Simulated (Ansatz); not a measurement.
`CC(C)[O][GeH2][F]`. Charge 0, multiplicity 1. All single points use the PBE0-D4/def2-TZVP geometry. It is one conformer, not always the lowest.

```xyz
15

C    -0.159    0.270   -1.517
C     0.473    0.100   -0.150
C     1.531    1.143    0.132
O    -0.521    0.213    0.868
Ge   -1.419   -1.194    1.407
F    -2.515   -1.670    0.139
H     0.596    0.190   -2.302
H    -0.632    1.253   -1.588
H    -0.924   -0.489   -1.693
H     0.939   -0.897   -0.096
H     1.086    2.141    0.105
H     2.327    1.097   -0.615
H     1.971    0.991    1.120
H    -2.270   -0.750    2.595
H    -0.483   -2.397    1.594
```

Question: What is the dipole moment at r2SCAN/def2-TZVPP? (An estimate is asked.)

Answer: Computed: 1.85 D, with components (1.67, -0.18, 0.77) D in this frame, pointing from negative to positive charge.

Question: And with PBE, B3LYP, ωB97M-V? (Estimate.)

Answer: Computed: PBE 1.79 D, B3LYP 1.90 D, ωB97M-V 1.90 D.

Question: Give the Mulliken charges with r2SCAN, PBE, ωB97M-V in def2-TZVPP. (Best estimate.)

Answer: Computed: 
```csv
atom,r2SCAN,PBE,ωB97M-V
C1,-0.14,-0.23,-0.27
C2,0.23,0.15,0.07
C3,-0.13,-0.23,-0.28
O4,-0.42,-0.34,-0.41
Ge5,0.61,0.54,0.56
F6,-0.38,-0.35,-0.38
H7,0.04,0.07,0.10
H8,0.05,0.08,0.11
H9,0.05,0.08,0.10
H10,0.00,0.03,0.07
H11,0.05,0.08,0.11
H12,0.04,0.07,0.09
H13,0.04,0.08,0.10
H14,0.00,0.00,0.03
H15,-0.03,-0.03,0.01
```

B3LYP here is the variant with VWN-RPA as its local correlation; programs differ in this.
